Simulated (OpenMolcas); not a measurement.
**neutral caesium: effect of the active space**

| Quantity | Value |
| --- | --- |
| Program | OpenMolcas 26.06 |
| Method | SS-CASPT2, IPEA 0.25 Eh, imaginary shift 0.1 Eh |
| Basis | ANO-RCC-VTZP |
| Scalar Hamiltonian | DKH2, point nucleus |
| Spin-orbit coupling | state interaction with AMFI integrals over the reference wave functions, term energies averaged over their components |

A. 1 electron in 4 orbitals (6s 6p); 2S+1 = 2 even, 1 root; 2S+1 = 2 odd, 3 roots; closed shells correlated: 5s 5p; CASPT2 step of the order of 0.8 core-seconds
B. 1 electron in 9 orbitals (5d 6s 6p); 2S+1 = 2 even, 6 roots; 2S+1 = 2 odd, 3 roots; closed shells correlated: 5s 5p; CASPT2 step of the order of 2.2 core-seconds

Energies in cm-1 above 6s 2S 1/2, the measured ground level; measured values from NIST Handbook of Basic Atomic Spectroscopic Data.

```csv
Level,A,B,Measured
6s 2S 1/2,0.0,0.0,0.0
6p 2P* 1/2,10771,10758,11178
6p 2P* 3/2,11078,11064,11732
```

Deviations, from unrounded energies. A percentage is the sum of absolute deviations over the sum of measured energies, with the sign that they share, or ± where signs differ.

```csv
Against measurement,Levels,A,B
mean absolute deviation (cm-1),2,530,540
other configurations (%),2,-4.6,-4.7
```

A, B lie about equally close to measurement. The largest miss of A in the table is 6p 2P* 3/2, by -650 cm-1. The ranking rests on the paired levels alone, and a cruder setting can come out closer through cancelling errors.

Between A and B the level of the table that moves most is 6p 2P* 1/2, by 13 cm-1 (lowest in B, highest in A).

ANO sets are built for ground and valence states and can reach diffuse excited orbitals poorly. With one active electron, CASPT2 adds the correlation within the correlated inactive shells and between them and that electron, and leaves the splitting within a term as the reference gives it. Computed and measured levels are paired by configuration, term and J; levels that our copy of the source lacks, or whose pairing is in doubt (as where it misses far off the trend of its configuration), stay unpaired and out of the deviations. Levels of configurations outside the active space are missing. Levels that lie high or do not pair safely by name in every column are left out.

* marks odd parity.
